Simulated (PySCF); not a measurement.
H₃OSi, SMILES [OH+]=[SiH2], charge +1. Atoms are numbered in the order given.

```xyz
5

O      0.1064     1.0282     0.0000
Si    -0.0146    -0.5360     0.0000
H     -0.5933     1.6978     0.0000
H     -1.3294    -1.1938     0.0000
H      1.2767    -1.2257     0.0000
```
Charge +1, spin multiplicity 1.

The structure is a stationary point at r2SCAN-D4/def2-TZVP. The isomer is the one that the SMILES or the coordinates give; other isomers of the formula were not compared.

The numbers are results of PySCF with B3LYP/def2-TZVPD, not measurements.

Isolated molecule, no solvent.

```json
{
  "total_energy": "-366.30186 hartree",
  "point_group": "Cs",
  "highest_occupied_level": "-16.54 eV",
  "lowest_empty_level": "-9.13 eV",
  "orbital_gap": "7.41 eV",
  "dipole_moment_about_the_centre_of_nuclear_charge": "0.419 e·Å",
  "mean_static_polarisability": "23.6 bohr³ (3.50 Å³)",
  "polarisability_principal_values": "19.0, 24.8, 27.2 bohr³"
}
```
